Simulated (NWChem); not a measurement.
The numbers come from NWChem runs, not from measurements. System: BeO, charge 0, spin multiplicity 1, at a geometry optimised with PBE/def2-SVP. The structure started from a generated list of species.

Input file:

```
start mol
memory heap 100 mb stack 700 mb global 1900 mb
geometry units angstroms nocenter noautoz
  Be     0.000000     0.000000     0.906253
  O      0.000000     0.000000    -0.453126
  symmetry group C2v
end
basis spherical
  * library 6-31g*
end
scf
  rhf
  nopen 0
  maxiter 100
  thresh 1e-7
  semidirect memsize 60000000 filesize 0
end
tce
  freeze core 2
  ccsd
  thresh 1e-6
  tilesize 24
end
set tce:lineresp T
set tce:afreq 0.0428
set tce:respaxis T T T
task tce energy
```

The output up to the point where the run's verdict is printed (cleaned and shortened):

```
             Northwest Computational Chemistry Package (NWChem) 7.3.0
             --------------------------------------------------------

                                NWChem Input Module
                                -------------------

 Scaling coordinates for geometry "geometry" by  1.889725989
 (inverse scale =  0.529177249)

 Turning off AUTOSYM since
 SYMMETRY directive was detected!

                             Geometry "geometry" -> ""
                             -------------------------

 Output coordinates in angstroms (scale by  1.889725989 to convert to a.u.)

  No.       Tag          Charge          X              Y              Z
 ---- ---------------- ---------- -------------- -------------- --------------
    1 Be                   4.0000     0.00000000     0.00000000     0.90625300
    2 O                    8.0000     0.00000000     0.00000000    -0.45312600

 Effective nuclear repulsion energy (a.u.)      12.4569174366

            Nuclear Dipole moment (a.u.)
            ----------------------------
        X                 Y               Z
 ---------------- ---------------- ----------------
     0.0000000000     0.0000000000     0.0000075589

      Symmetry information
      --------------------

 Group name             C2v
 Group number             16
 Group order               4
 No. of unique centers     2

      Symmetry unique atoms

     1    2


 Summary of "ao basis" -> "" (spherical)
 ------------------------------------------------------------------------------
       Tag                 Description            Shells   Functions and Types
 ---------------- ------------------------------  ------  ---------------------
 *                           6-31g*                   on all atoms

 Summary of "ao basis" -> "ao basis" (spherical)
 ------------------------------------------------------------------------------
       Tag                 Description            Shells   Functions and Types
 ---------------- ------------------------------  ------  ---------------------
 Be                          6-31g*                  6       14   3s2p1d
[...]
   19          0.4980724265398     0.4     0.4
   20          0.4603796193903     0.4     0.4
   21          0.3677499116945     0.3     0.3
   22          0.5163537611067     0.3     0.3
   23          0.4086614765014     0.3     0.3
   24          0.4579355027818     0.3     0.3
   25          0.4270814596915     0.3     0.3
   26          0.3112199015876     0.3     0.3
   27          0.4539038805950     0.3     0.3
   28          0.3391536055920     0.3     0.3
   29          0.3871699218540     0.3     0.3
   30          0.3557125405763     0.3     0.3
   31          0.2905863964672     0.2     0.2
   32          0.4109818873618     0.2     0.2
   33          0.3243029325238     0.3     0.3
   34          0.3643629542745     0.3     0.3
   35          0.3395487395585     0.3     0.3
   36          0.2577280446527     0.3     0.3
   37          0.3392894230872     0.2     0.2
   38          0.2598191689669     0.3     0.3
   39          0.2924063763826     0.3     0.3
   40          0.2696783630012     0.3     0.3
   41          0.2170857283966     0.3     0.3
   42          0.3128175709273     0.2     0.2
   43          0.2438693257763     0.2     0.2
   44          0.2757146852493     0.3     0.3
   45          0.2560637368735     0.2     0.2
   46          0.1767577038698     0.3     0.3
   47          0.2358953770339     0.3     0.3
   48          0.1755770723730     0.3     0.3
   49          0.1963679678228     0.3     0.3
   50          0.1790535262946     0.3     0.3
   51          0.1461927602825     0.3     0.3
   52          0.1998056230755     0.2     0.2
   53          0.1576654036944     0.2     0.2
   54          0.1771485642820     0.3     0.3
   55          0.1650451223722     0.3     0.3
   56          0.1037479839427     0.3     0.3
   57          0.1391373680262     0.3     0.3
   58          0.1002748258435     0.3     0.3
   59          0.1123644967018     0.2     0.2
   60          0.1015154200330     0.3     0.3
   61          0.0808218687752     0.2     0.2
   62          0.1181577002969     0.3     0.3
   63          0.0919261889918     0.3     0.3
   64          0.1039811324250     0.3     0.3
   65          0.0965779761330     0.2     0.2
   66          0.0322979007293     0.3     0.3
   67          0.0280036229062     0.3     0.3
   68          0.0188743628373     0.3     0.3
   69          0.0188736898701     0.2     0.2
   70          0.0159907535202     0.3     0.3
   71          0.0116809745432     0.3     0.3
   72          0.0174402100664     0.3     0.3
   73          0.0134098250547     0.3     0.3
   74          0.0152528804909     0.3     0.3
   75          0.0141253125905     0.2     0.2
   76          0.0060310370540     0.3     0.3
   77          0.0035841623529     0.3     0.3
   78          0.0027665756145     0.3     0.3
   79          0.0027028002250     0.2     0.2
   80          0.0024935808772     0.3     0.3
   81          0.0019701030465     0.3     0.3
   82          0.0028180548528     0.3     0.3
   83          0.0022201764008     0.2     0.2
   84          0.0024943788417     0.3     0.3
   85          0.0023228139688     0.3     0.3
   86          0.0017159616307     0.2     0.2
   87          0.0022236597611     0.3     0.3
   88          0.0017614598361     0.2     0.2
   89          0.0019496606237     0.3     0.3
   90          0.0018225729725     0.3     0.3
   91          0.0014470086527     0.3     0.3
   92          0.0021155257454     0.3     0.3
   93          0.0016362892655     0.2     0.2
   94          0.0018525781689     0.3     0.3
   95          0.0017164034331     0.3     0.3
   96          0.0013018380586     0.3     0.3
   97          0.0017180594475     0.2     0.2
   98          0.0013556579717     0.2     0.2
   99          0.0015080786945     0.2     0.2
  100          0.0014084236598     0.3     0.3
 ------------------------------------------------------------------------
```

The run did not converge; its last values are not results. The next line reads: ccsd_lr_iter: maxiter exceeded 101. NWChem stopped with the message: ccsd_lr_iter: maxiter exceeded 101.
